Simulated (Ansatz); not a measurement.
## Strength of the B–C bond: C3H9BO2 → C2H6BO2 + CH3

Species: C3H9BO2 (boronic acid, methyl-, dimethyl ester) `COB(C)OC`, singlet; C2H6BO2 `CO[B]OC`, doublet; CH3 (methyl radical) `[CH3]`, doublet. 

Shapes, held fixed at every level: PBE0-D4/def2-TZVP. Flexible molecules stand in one conformer, not always the lowest. Programs: Ansatz 0.2.0. Electronic energies: no zero-point or thermal term.

```csv
level,kind,ΔE (kJ/mol),less CCSD(T)/CBS estimate
HF/def2-TZVPP,Hartree–Fock,+337.8,-125.5
r2SCAN-D4/def2-TZVPP,meta-GGA,+430.0,-33.3
B3LYP-D4/def2-TZVPP,global hybrid,+442.8,-20.5
wB97M-V/def2-TZVPP,range-separated hybrid,+471.7,+8.4
B2PLYP/def2-TZVPP,double hybrid,+443.4,-19.9
CCSD/def2-TZVPP,coupled cluster or CI,+447.0,-16.3
CCSD(T)/CBS estimate,coupled cluster or CI,+463.3,0.0
```

The highest level, CCSD(T)/CBS estimate, gives ΔE = +463.3 kJ/mol; the levels span +337.8 to +471.7. The column of differences is taken from that level and isn't an error. Hartree–Fock misses the correlation of the pair that is broken and comes out low. No measured value is set beside it here. Open shells run unrestricted. The CBS estimate extrapolates MP2 from def2-TZVPP and def2-QZVPP and adds CCSD(T) − MP2 in the triple-zeta set, cores frozen.
